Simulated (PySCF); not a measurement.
BClH, SMILES [BH]Cl, multiplicity 2. Atoms are numbered in the order given.

```xyz
3

B     -0.2035    -1.2186     0.0000
Cl     0.0189     0.4763     0.0000
H      0.6955    -2.0035     0.0000
```
Charge 0, spin multiplicity 2.

Geometry: PBE0-D3(BJ)/def2-TZVPD. The isomer is the one that the SMILES or the coordinates give; other isomers of the formula were not compared.

These are CAM-B3LYP/def2-TZVPD run with PySCF values and carry that method's errors.

Isolated molecule, no solvent.

### Question
Estimate the frontier levels, dipole moment and polarisability. (Estimate from the structure and the level; the computed values follow.)

### Answer

- α spin, highest occupied and lowest empty level = -7.48 and -0.88 eV
- β spin, highest occupied and lowest empty level = -11.30 and -0.89 eV
- dipole moment = 0.104 e·Å
- quadrupole, principal values (traceless, Buckingham form, about the centre of nuclear charge) = -2.39, 1.00, 1.40 D·Å
- mean static polarisability = 31.7 bohr³ (4.70 Å³)
- polarisability, principal values = 27.5, 28.1, 39.6 bohr³
- ⟨S²⟩ = 0.752 (pure state 0.75)
